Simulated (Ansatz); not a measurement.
Two members of one family (BCl3 adduct), computed with Ansatz in the gas phase. Binding counts from free atoms in the multiplicity of their measured ground term, without zero-point energy. A dash marks a value that wasn't run or was left out as unsound. The structures are stationary points that may keep the symmetry of their start. Remarks come from the PBE and PBE0 runs and from stability tests at other levels; not every state was tested. HOMO above LUMO (over both spins in singlets and doublets, within one spin in higher multiplets; at PBE or PBE0), or a gap under 0.15 eV within one spin, warns that the state may not be the lowest or that an electron is smeared out.

First: B(H2S)Cl3 (singlet, charge 0, PBE0-D4/def2-SVP geometry).

```tsv
atom	x (Å)	y (Å)	z (Å)
B1	0.233	0.600	0.571
S2	0.173	-1.196	-0.628
H3	-1.133	-1.512	-0.468
H4	-0.034	-0.632	-1.841
Cl5	0.128	-0.094	2.229
Cl6	-1.200	1.559	0.041
Cl7	1.833	1.275	0.095
```

```csv
level,HOMO (eV),LUMO (eV),gap (eV),vertical IE (eV),binding per atom (eV)
PBE-D4/def2-SVP,-6.60,-1.41,5.19,–,3.29
PBE-D4/def2-TZVP,-6.93,-1.83,5.10,9.87,3.25
r2SCAN-D4/def2-TZVP,-7.29,-1.57,5.72,10.13,3.20
PBE0-D4/def2-TZVP,-8.35,-0.83,7.51,10.39,3.19
HSE06-D4/def2-TZVP,-7.94,-1.22,6.72,–,3.19
```

Remarks: gap within one spin near zero at PBE or PBE0 (+1 doublet).

Second: B(NH3)Cl3 (singlet, charge 0, PBE0-D4/def2-SVP geometry).

Cartesian coordinates in Å:
```
B -0.1324 0.5602 0.5055
N 0.1473 -0.6233 -0.5632
H 1.1257 -0.6023 -0.8614
H -0.4528 -0.5024 -1.3831
H -0.0510 -1.5332 -0.1381
Cl -1.9029 0.3964 0.9304
Cl 0.2705 2.1018 -0.3905
Cl 0.9957 0.2029 1.9004
```

Problem. Estimate the same table for the second.

Solution. 
| level | HOMO (eV) | LUMO (eV) | gap (eV) | vertical IE (eV) | binding per atom (eV) |
| --- | --- | --- | --- | --- | --- |
| PBE-D4/def2-SVP | -6.25 | -0.61 | 5.63 | – | 3.65 |
| PBE-D4/def2-TZVP | -6.63 | -1.12 | 5.51 | 9.64 | 3.61 |
| r2SCAN-D4/def2-TZVP | -6.99 | -0.42 | 6.57 | 9.89 | 3.53 |
| PBE0-D4/def2-TZVP | -8.04 | -0.29 | 7.75 | 10.14 | 3.54 |
| HSE06-D4/def2-TZVP | -7.64 | -0.66 | 6.98 | – | 3.55 |
